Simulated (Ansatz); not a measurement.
Born–Oppenheimer molecular dynamics of BH$_{5}$N$_{2}$O (9 atoms, charge 0, multiplicity 1). It starts from a relaxed structure.

All numbers below come from RHF/def2-SVP (Ansatz 0.2.0).

| Property | Result |
| --- | --- |
| ensemble | NVE (velocity Verlet) |
| time step | 0.5 fs |
| steps asked | 150 |
| starting velocities drawn for | 400 K |
| seed | 335055 |

Frames 1 fs apart, positions in Å.

Velocities at 50 fs (Å/ps):

```
B -1.00 -5.93 0.78
O -1.84 0.23 3.58
H 12.79 17.33 0.00
N 3.45 1.91 -3.50
H 9.12 -10.84 -10.81
H -10.52 10.03 0.31
N -1.42 -0.71 -0.81
H -7.94 -0.09 -5.74
H 8.34 26.92 10.93
```

```xyz
9
Properties=species:S:1:pos:R:3 time_fs=50 energy_less_start_eV=0.206 T=178
B -0.026 -0.015 -0.052
O 0.001 0.041 1.298
H -0.846 -0.143 1.777
N 1.205 0.078 -0.730
H 1.220 0.315 -1.708
H 2.065 0.273 -0.233
N -1.221 -0.183 -0.764
H -2.072 -0.170 -0.342
H -1.266 -0.158 -1.737
9
Properties=species:S:1:pos:R:3 time_fs=51 energy_less_start_eV=0.106 T=286
B -0.026 -0.021 -0.052
O -0.002 0.041 1.302
H -0.824 -0.124 1.771
N 1.208 0.080 -0.734
H 1.230 0.303 -1.716
H 2.052 0.283 -0.235
N -1.222 -0.183 -0.765
H -2.092 -0.170 -0.343
H -1.258 -0.131 -1.733
9
Properties=species:S:1:pos:R:3 time_fs=52 energy_less_start_eV=0.067 T=327
B -0.027 -0.027 -0.051
O -0.005 0.041 1.308
H -0.793 -0.103 1.759
N 1.212 0.082 -0.738
H 1.242 0.290 -1.720
H 2.038 0.292 -0.238
N -1.222 -0.184 -0.765
H -2.126 -0.169 -0.336
H -1.251 -0.104 -1.742
9
Properties=species:S:1:pos:R:3 time_fs=53 energy_less_start_eV=0.156 T=233
B -0.027 -0.032 -0.050
O -0.007 0.041 1.313
H -0.775 -0.084 1.752
N 1.216 0.084 -0.742
H 1.256 0.276 -1.720
H 2.029 0.304 -0.239
N -1.223 -0.185 -0.766
H -2.159 -0.169 -0.331
H -1.245 -0.078 -1.761
9
Properties=species:S:1:pos:R:3 time_fs=54 energy_less_start_eV=0.177 T=210
B -0.026 -0.038 -0.049
O -0.007 0.041 1.317
H -0.784 -0.069 1.759
N 1.219 0.086 -0.747
H 1.272 0.261 -1.719
H 2.027 0.317 -0.237
N -1.226 -0.186 -0.766
H -2.179 -0.169 -0.332
H -1.241 -0.053 -1.778
9
Properties=species:S:1:pos:R:3 time_fs=55 energy_less_start_eV=0.120 T=270
B -0.025 -0.043 -0.049
O -0.005 0.041 1.321
H -0.816 -0.058 1.778
N 1.221 0.088 -0.751
H 1.289 0.246 -1.722
H 2.033 0.332 -0.232
N -1.230 -0.187 -0.767
H -2.180 -0.169 -0.342
H -1.238 -0.030 -1.784
9
Properties=species:S:1:pos:R:3 time_fs=56 energy_less_start_eV=0.116 T=275
B -0.023 -0.047 -0.048
O -0.003 0.042 1.324
H -0.851 -0.048 1.797
N 1.223 0.090 -0.754
H 1.306 0.232 -1.730
H 2.041 0.347 -0.228
N -1.236 -0.188 -0.769
H -2.163 -0.170 -0.360
H -1.236 -0.010 -1.778
9
Properties=species:S:1:pos:R:3 time_fs=57 energy_less_start_eV=0.165 T=222
B -0.021 -0.051 -0.047
O -0.002 0.042 1.328
H -0.872 -0.036 1.806
N 1.224 0.092 -0.757
H 1.323 0.217 -1.741
H 2.047 0.361 -0.226
N -1.243 -0.188 -0.771
H -2.140 -0.170 -0.380
H -1.237 0.006 -1.760
9
Properties=species:S:1:pos:R:3 time_fs=58 energy_less_start_eV=0.203 T=181
B -0.018 -0.055 -0.047
O -0.002 0.042 1.333
H -0.871 -0.023 1.799
N 1.226 0.093 -0.759
H 1.339 0.203 -1.752
H 2.047 0.373 -0.229
N -1.248 -0.189 -0.774
H -2.125 -0.170 -0.396
H -1.239 0.020 -1.738
9
Properties=species:S:1:pos:R:3 time_fs=59 energy_less_start_eV=0.175 T=210
B -0.016 -0.057 -0.047
O -0.003 0.041 1.338
H -0.849 -0.009 1.780
N 1.228 0.095 -0.760
H 1.352 0.187 -1.758
H 2.042 0.382 -0.236
N -1.252 -0.190 -0.777
H -2.131 -0.170 -0.401
H -1.242 0.034 -1.722
9
Properties=species:S:1:pos:R:3 time_fs=60 energy_less_start_eV=0.159 T=226
B -0.015 -0.060 -0.047
O -0.004 0.041 1.343
H -0.822 0.006 1.756
N 1.230 0.097 -0.760
H 1.363 0.169 -1.759
H 2.033 0.389 -0.247
N -1.254 -0.191 -0.780
H -2.156 -0.170 -0.396
H -1.246 0.050 -1.721
9
Properties=species:S:1:pos:R:3 time_fs=61 energy_less_start_eV=0.211 T=172
B -0.013 -0.061 -0.047
O -0.004 0.040 1.347
H -0.809 0.019 1.738
N 1.232 0.099 -0.761
H 1.370 0.151 -1.753
H 2.025 0.395 -0.257
N -1.255 -0.192 -0.782
H -2.189 -0.170 -0.386
H -1.252 0.068 -1.734
```

Of the whole run (75 fs, mean temperature of the second half 210 K): The conserved energy stayed within 0.73 meV per atom of its start (net change 0.17 meV per atom), so the integration is sound. Over the second half the temperature averaged 0.53 of the 400 K drawn at the start: a run that starts near a minimum puts about half its kinetic energy into the potential. A run of 0.075 ps of so small a system gives no equilibrium averages.

Run time: 2.8 min on 1 thread of Arm Neoverse V1, with other jobs on the host, peak memory 0.14 GiB.
